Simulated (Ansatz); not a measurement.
Phenacyltetrahydrothiophenium tetrafluoroborate (C12H15BF4OS). Charge 0, multiplicity 1. Geometry PBE-D4/def2-SVP; atoms count from 1.

Cartesian coordinates in Å:
```
F -0.6590 -0.2607 3.8346
B 0.0807 -0.9897 4.8676
F -0.1464 -2.3676 4.6357
F 1.4532 -0.7121 4.6504
F -0.3521 -0.5871 6.1075
O -1.2376 1.7375 -0.2550
C -0.3168 1.2809 -0.9269
C 0.5532 0.1733 -0.3317
S 0.1321 -0.0104 1.4523
C 1.1121 -1.5402 1.7902
C 0.2138 -2.7150 1.3992
C -1.2228 -2.3398 1.7857
C -1.4899 -0.9028 1.3285
C -0.0156 1.7594 -2.3034
C -0.8168 2.7990 -2.8269
C -0.5809 3.2884 -4.1145
C 0.4551 2.7438 -4.8942
C 1.2549 1.7084 -4.3837
C 1.0231 1.2173 -3.0927
H 1.6303 0.4356 -0.3712
H 0.4175 -0.7890 -0.8683
H 2.0565 -1.4616 1.2175
H 1.3370 -1.4789 2.8762
H 0.3000 -2.9330 0.3115
H 0.5448 -3.6193 1.9479
H -1.3089 -2.3914 2.8873
H -1.9670 -3.0227 1.3281
H -1.8183 -0.8036 0.2765
H -2.1717 -0.3424 1.9914
H -1.6194 3.2036 -2.1929
H -1.2052 4.1000 -4.5172
H 0.6411 3.1300 -5.9079
H 2.0647 1.2835 -4.9955
H 1.6585 0.4066 -2.7061
```

Single mean-field runs in def2-TZVP are fitted with def2-universal-jkfit.

Q: Estimate the Mulliken populations of the heavy atoms from the PBE0/def2-TZVP orbitals of Ansatz.

A: 
| atom | charge (e) |
| --- | --- |
| F1 | -0.40 |
| B2 | 0.62 |
| F3 | -0.37 |
| F4 | -0.37 |
| F5 | -0.34 |
| O6 | -0.31 |
| C7 | 0.19 |
| C8 | -0.28 |
| S9 | 0.36 |
| C10 | -0.22 |
| C11 | -0.24 |
| C12 | -0.23 |
| C13 | -0.20 |
| C14 | 0.10 |
| C15 | -0.17 |
| C16 | -0.11 |
| C17 | -0.09 |
| C18 | -0.13 |
| C19 | -0.19 |
Mulliken values depend strongly on the basis.

Q: And the Mayer bond orders between heavy atoms (over 0.3)?

A: F1–B2 0.81 (1.46 Å); B2–F3 0.96 (1.42 Å); B2–F4 0.95 (1.42 Å); B2–F5 1.10 (1.37 Å); O6–C7 1.99 (1.23 Å); C7–C8 1.01 (1.53 Å); C7–C14 1.00 (1.49 Å); C8–S9 0.93 (1.84 Å); S9–C10 0.93 (1.85 Å); S9–C13 0.94 (1.86 Å); C10–C11 1.02 (1.53 Å); C11–C12 0.99 (1.53 Å); C12–C13 1.03 (1.53 Å); C14–C15 1.38 (1.41 Å); C14–C19 1.33 (1.41 Å); C15–C16 1.44 (1.40 Å); C16–C17 1.40 (1.41 Å); C17–C18 1.42 (1.40 Å); C18–C19 1.47 (1.40 Å).
